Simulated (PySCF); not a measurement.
How the method moves the HOMO and LUMO of `NBNC(=O)C=O`

C2H5BN2O2.
Cartesian coordinates in Å at the PBE0-D3(BJ)/def2-SVP level; atoms count from 1:
```xyz
12
C2H5BN2O2 angstrom
N     -2.010    0.656    0.586
B     -1.374    0.146   -0.537
N      0.040   -0.208   -0.486
C      0.857   -0.102    0.588
O      0.559    0.293    1.700
C      2.296   -0.536    0.312
O      2.664   -0.930   -0.760
H     -2.985    0.912    0.592
H     -1.501    0.782    1.456
H     -1.954   -0.018   -1.583
H      0.512   -0.571   -1.310
H      2.963   -0.445    1.203
```

Basis pcSseg-1 throughout (PySCF), one geometry. Geometry: PBE0-D3(BJ)/def2-SVP, one conformer, isolated molecule.

Task: How do the orbital energies, the gap and the dipole change with the method?

Result: 
```csv
method,kind,HOMO (eV),LUMO (eV),gap (eV),μ (D),SCF cycles
BLYP,GGA,-5.91,-3.32,2.59,1.34,17
OPBE,GGA,-5.93,-3.38,2.55,1.35,17
BP86,GGA,-6.15,-3.59,2.56,1.36,17
LDA,LDA,-6.21,-3.78,2.43,1.39,16
B97-2,global hybrid,-7.38,-2.55,4.83,1.24,15
mPW1PW91,global hybrid,-7.72,-2.51,5.21,1.21,15
BHandHLYP,global hybrid,-9.21,-1.33,7.87,1.10,14
HF,Hartree–Fock,-11.20,1.58,12.78,0.95,12
```

The HOMO spans 5.29 eV, from BLYP down to HF, and the gap runs from 2.43 eV (LDA) to 12.78 eV (HF). Over the methods BLYP (0 %), OPBE (0 %), BP86 (0 %), LDA (0 %), B97-2 (21 %), mPW1PW91 (25 %), BHandHLYP (50 %), HF (100 %), a straight line through the gap against the share of exact exchange rises by 1.03 eV for each 10 % (correlation coefficient 1.000). The dipole ranges from 0.95 D (HF) to 1.39 D (LDA). This basis has no diffuse functions.
